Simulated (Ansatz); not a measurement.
The cluster PdBr2. Total charge 0; singlet. Geometry r2SCAN-D4/def2-TZVP.

Cartesian coordinates in Å:
```
Pd -0.001 -0.002 0.000
Br 0.696 0.223 -2.226
Br -0.695 -0.221 2.227
```

In the def2 sets Pd takes a core potential; there is no spin–orbit coupling. At LDA (SPW92)/def2-TZVP, PBE-D4/def2-TZVP, r2SCAN-D4/def2-TZVP an occupied level lies above an empty one. Another isomer (triplet) lies 0.69 eV lower at PBE0-D4/def2-TZVP; other spin states weren't run for this one.

(1) Estimate the orbital energies around the gap (eV) in Ansatz with HF/def2-TZVP, LDA (SPW92)/def2-TZVP, PBE-D4/def2-TZVP, r2SCAN-D4/def2-TZVP, PBE0-D4/def2-TZVP.

Results:

(1) 
```csv
orbital,HF/def2-TZVP,LDA (SPW92)/def2-TZVP,PBE-D4/def2-TZVP,r2SCAN-D4/def2-TZVP,PBE0-D4/def2-TZVP
HOMO−9,-17.49,-10.85,-10.59,-10.96,-12.09
HOMO−8,-17.49,-9.51,-9.25,-9.58,-11.05
HOMO−7,-15.90,-9.08,-8.89,-9.35,-10.98
HOMO−6,-15.90,-8.68,-8.43,-8.70,-9.70
HOMO−5,-14.74,-8.29,-8.01,-8.23,-9.70
HOMO−4,-11.69,-7.97,-7.74,-8.02,-9.39
HOMO−3,-11.54,-7.46,-7.31,-7.77,-8.87
HOMO−2,-11.54,-7.41,-7.28,-7.74,-8.85
HOMO−1,-10.86,-6.77,-6.58,-6.90,-8.02
HOMO,-10.86,-6.57,-6.39,-6.70,-7.87
LUMO,-2.35,-7.10,-6.84,-6.97,-6.24
LUMO+1,1.68,-1.63,-1.37,-1.05,-0.64
LUMO+2,1.68,-0.64,-0.46,-0.15,0.07
LUMO+3,1.96,-0.47,-0.31,-0.01,0.13
LUMO+4,3.27,0.57,0.70,1.45,1.33
LUMO+5,5.41,1.63,1.76,2.24,2.47
```
